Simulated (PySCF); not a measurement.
Species: C7H11NSi.
Structure used (GFN2-xTB), in Å, numbered top down from 1:
```
atom  x, y, z in Å
C1    -1.874    0.927   -0.810
C2    -0.688    1.027    0.150
C3     0.578    1.352   -0.577
C4     1.676    0.640   -0.315
C5     2.913    0.882   -0.944
N6     3.931    1.058   -1.444
C7     1.603   -0.478    0.691
Si8   -0.256   -0.568    1.135
C9    -1.071   -2.133    0.439
H10   -2.008    1.857   -1.361
H11   -1.721    0.125   -1.527
H12   -2.788    0.724   -0.256
H13   -0.894    1.857    0.836
H14    0.577    2.158   -1.298
H15    2.005   -1.396    0.259
H16    2.235   -0.240    1.548
H17   -0.510   -0.406    2.573
H18   -0.778   -3.005    1.014
H19   -0.784   -2.307   -0.595
H20   -2.153   -2.063    0.478
```

Computed at PBE0/pcSseg-1 (PySCF, non-relativistic), with Q(14N) = 0.02044 b: N6, 14N (I = 1): χzz = -4.581 MHz, η = 0.041.

Where would the pure quadrupole (NQR) lines of 14N at N6 fall for the rigid, isolated species?

From ν± = (3/4)|χ|(1 ± η/3) and ν0 = |χ|η/2: ν+ 3.482 MHz, ν− 3.389 MHz, ν0 0.093 MHz (nitrile nitrogen).

In a crystal, neighbours and librations shift these lines. GFN2-xTB bond lengths can be off by several hundredths of an ångström, more for odd bonds, and the gradients follow them. With a basis this small, the couplings can be 20 % off.
